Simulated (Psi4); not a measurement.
C₃H₄BrF, singlet, geometry from GFN2-xTB; Psi4 with CAM-B3LYP/cc-pVQZ.

Here is a job for Psi4.
```
memory 2 GB

molecule mol {
0 1
  C    -1.895267    0.235022    0.973222
  C    -0.651549    1.017133    0.767899
  F    -0.682702    2.239649    1.347877
  C     0.456751    0.697598    0.114511
  Br    0.686444   -0.953438   -0.754338
  H    -2.070131    0.101130    2.040754
  H    -1.826241   -0.735491    0.492594
  H    -2.743447    0.784303    0.564551
  H     1.299002    1.365031    0.039231
}

set basis cc-pvqz
set reference rks

energy('cam-b3lyp')
print_variables()
```

It wrote (shortened):

```
   => Loading Basis Set <=

    Name: CC-PVQZ
    Role: ORBITAL
    Keyword: BASIS

         ---------------------------------------------------------
                                   SCF
               by Justin Turney, Rob Parrish, Andy Simmonett
                          and Daniel G. A. Smith
                              RKS Reference
         ---------------------------------------------------------

  ==> Geometry <==

    Molecular point group: c1
    Full point group: C1

    Geometry (in Angstrom), charge = 0, multiplicity = 1:

       Center              X                  Y                   Z               Mass
    ------------   -----------------  -----------------  -----------------  -----------------
         C           -1.973117923905     0.291348451299     1.034798286916    12.000000000000
         C           -0.729399923905     1.073459451299     0.829475286916    12.000000000000
         F           -0.760552923905     2.295975451299     1.409453286916    18.998403162730
         C            0.378900076095     0.753924451299     0.176087286916    12.000000000000
         BR           0.608593076095    -0.897111548701    -0.692761713084    78.918337600000
         H           -2.147981923905     0.157456451299     2.102330286916     1.007825032230
         H           -1.904091923905    -0.679164548701     0.554170286916     1.007825032230
         H           -2.821297923905     0.840629451299     0.626127286916     1.007825032230
         H            1.221151076095     1.421357451299     0.100807286916     1.007825032230

  Running in c1 symmetry.

  Rotational constants: A =      0.29947  B =      0.04831  C =      0.04192 [cm^-1]
  Rotational constants: A =   8977.80991  B =   1448.17526  C =   1256.70867 [MHz]
  Nuclear repulsion =  306.259959178931922

  Charge       = 0
  Multiplicity = 1
  Electrons    = 66
  Nalpha       = 33
  Nbeta        = 33

  ==> Algorithm <==

  SCF Algorithm Type is DF.
  DIIS enabled.
  MOM disabled.
  Fractional occupation disabled.
  Guess Type is SAD.
  Energy threshold   = 1.00e-06
  Density threshold  = 1.00e-06
  Integral threshold = 1.00e-12

  ==> Primary Basis <==

  Basis Set: CC-PVQZ
    Blend: CC-PVQZ
    Number of shells: 120
    Number of basis functions: 408
    Number of Cartesian functions: 504
    Spherical Harmonics?: true
    Max angular momentum: 4

  ==> DFT Potential <==

   => LibXC <=

    Version 7.1.2
    S. Lehtola, C. Steigemann, M. J. T. Oliveira, and M. A. L. Marques,  SoftwareX 7, 1–5 (2018) (10.1016/j.softx.2017.11.002)

   => Composite Functional: CAM-B3LYP <=

    CAM-B3LYP Hyb-GGA Exchange-Correlation Functional

    T. Yanai, D. P. Tew, and N. C. Handy,  Chem. Phys. Lett. 393, 51 (2004) (10.1016/j.cplett.2004.06.011)

    Deriv               =              1
    GGA                 =           TRUE
    Meta                =          FALSE

    Exchange Hybrid     =           TRUE
    MP2 Hybrid          =          FALSE

   => Exchange Functionals <=

    0.3500         Becke 88 [omega = 0.3300]
    0.4600   Short-range recipe for B88 functional - erf [omega = 0.3300]

   => Exact (HF) Exchange <=

    0.4600            HF,LR [omega = 0.3300]
    0.1900               HF

   => Correlation Functionals <=

    0.1900   Vosko, Wilk & Nusair (VWN5)
    0.8100   Lee, Yang & Parr

   => LibXC Density Thresholds  <==

    XC_HYB_GGA_XC_CAM_B3LYP:  1.00E-14

   => Molecular Quadrature <=

    Radial Scheme          =       TREUTLER
    Pruning Scheme         =           NONE
    Nuclear Scheme         =       TREUTLER

    Blocking Scheme        =         OCTREE
    BS radius alpha        =              1
    Pruning alpha          =              1
    Radial Points          =             75
    Spherical Points       =            302
    Total Points           =         193120
    Total Blocks           =           1481
    Max Points             =            256
    Max Functions          =            383
    Weights Tolerance      =       1.00E-15

   => Loading Basis Set <=

    Name: (CC-PVQZ AUX)
    Role: JKFIT
    Keyword: DF_BASIS_SCF

  ==> Integral Setup <==

  ==> DiskDFJK: Density-Fitted J/K Matrices <==

    J tasked:                  Yes
    K tasked:                  Yes
    wK tasked:                 Yes
    Omega:               3.300E-01
    Integrals threads:           1
    Algorithm:                Disk
    Integral Cache:           NONE
    Schwarz Cutoff:          1E-12
    Fitting Condition:       1E-10

   => Auxiliary Basis Set <=

  Basis Set: (CC-PVQZ AUX)
    Blend: CC-PVQZ-JKFIT
    Number of shells: 216
    Number of basis functions: 846
    Number of Cartesian functions: 1122
    Spherical Harmonics?: true
    Max angular momentum: 5

  Minimum eigenvalue in the overlap matrix is 6.9281304828E-05.
  Reciprocal condition number of the overlap matrix is 7.7810649357E-06.
    Using symmetric orthogonalization.

  ==> Pre-Iterations <==

  SCF Guess: Superposition of Atomic Densities via on-the-fly atomic UHF (no occupation information).

   -------------------------
    Irrep   Nso     Nmo
   -------------------------
     A        408     408
   -------------------------
    Total     408     408
   -------------------------

  ==> Iterations <==

                           Total Energy        Delta E     RMS |[F,P]|

   @DF-RKS iter SAD: -2788.96766427375587   -2.78897e+03   0.00000e+00
   @DF-RKS iter   1: -2790.43891761492159   -1.47125e+00   3.81939e-03 ADIIS/DIIS
   @DF-RKS iter   2: -2790.60800112737343   -1.69084e-01   3.09779e-03 ADIIS/DIIS
   @DF-RKS iter   3: -2790.88254641218418   -2.74545e-01   1.34909e-04 ADIIS/DIIS
   @DF-RKS iter   4: -2790.88339087192981   -8.44460e-04   8.34774e-05 DIIS
   @DF-RKS iter   5: -2790.88375341587789   -3.62544e-04   2.59197e-05 DIIS
   @DF-RKS iter   6: -2790.88379122646256   -3.78106e-05   3.25361e-06 DIIS
   @DF-RKS iter   7: -2790.88379229934617   -1.07288e-06   1.12518e-06 DIIS
   @DF-RKS iter   8: -2790.88379238878179   -8.94356e-08   6.36237e-07 DIIS
  Energy and wave function converged.

  ==> Post-Iterations <==

   Electrons on quadrature grid:
      Ntotal   =   65.9999731008 ; deviation = -2.690e-05

    Orbital Energies [Eh]
    ---------------------

    Doubly Occupied:

[...]
    Virtual:

[...]
    Final Occupation by Irrep:
              A
    DOCC [    33 ]
    NA   [    33 ]
    NB   [    33 ]

  @DF-RKS Final Energy: -2790.88379238878179

   => Energetics <=

    Nuclear Repulsion Energy =            306.2599591789319220
    One-Electron Energy =               -4487.1552015917341123
    Two-Electron Energy =                1482.1298449697674187
    DFT Exchange-Correlation Energy =     -92.1183949457471556
    Empirical Dispersion Energy =           0.0000000000000000
    VV10 Nonlocal Energy =                  0.0000000000000000
    Total Energy =                      -2790.8837923887817851

Computation Completed

Properties will be evaluated at   0.000000,   0.000000,   0.000000 [a0]

Properties computed using the SCF density matrix

 Multipole Moments:

 ------------------------------------------------------------------------------------
     Multipole            Electronic (a.u.)      Nuclear  (a.u.)        Total (a.u.)
 ------------------------------------------------------------------------------------

 L = 1.  Multiply by 2.5417464519 to convert [e a0] to [Debye]
 Dipole X            :          9.3631026           -9.7096887           -0.3465861
 Dipole Y            :         -7.1569366            7.0251472           -0.1317895
 Dipole Z            :         -7.5827929            7.6798846            0.0970917
 Magnitude           :                                                    0.3832978

 ------------------------------------------------------------------------------------

  Variable Map:
  ----------------------------------------------------------------------------
[...]
  Array Variable Map:
  ----------------------------------------------------------------------------
[...]
[...]
```
